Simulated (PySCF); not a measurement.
Coordinates in bohr (charge 0 multiplicity 3):
```
Co    0.0000    0.0000   -0.0516
H     0.7977    0.0000    2.9957
H     0.0000    0.0000   -2.9595
H    -0.7977    0.0000    2.9957
```

Computed with PySCF, UBP86, basis Co def2-TZVP, H def2-TZVP (no relativity, density fitting).

This geometry of CoH3 is a stationary point at this level.

What is the point group?

C2v.

Is it a minimum?

Yes: all harmonic wavenumbers are real.

List the harmonic modes with their infrared intensities.


| symmetry | ω (cm⁻¹) | IR (km/mol) |
| --- | --- | --- |
| b2 | 569 | 42.6 |
| b1 | 613 | 16.4 |
| a1 | 990 | 28.7 |
| b2 | 1495 | 0.7 |
| a1 | 1837 | 187 |
| a1 | 3006 | 273 |

Give the ideal-gas entropy at 298.15 K and 1 bar by parts.

translation 160.3, rotation 55.5, vibration 4.4, spin 9.1; total 229.4 J/(mol K).

In C2v the vibrations span 2b2 + b1 + 3a1. Here b1 is antisymmetric to the molecular plane and b2 lies in it.

Only a few start shapes were tried, so a lower isomer may exist. Other spin states or occupations of the open shell can lie lower.
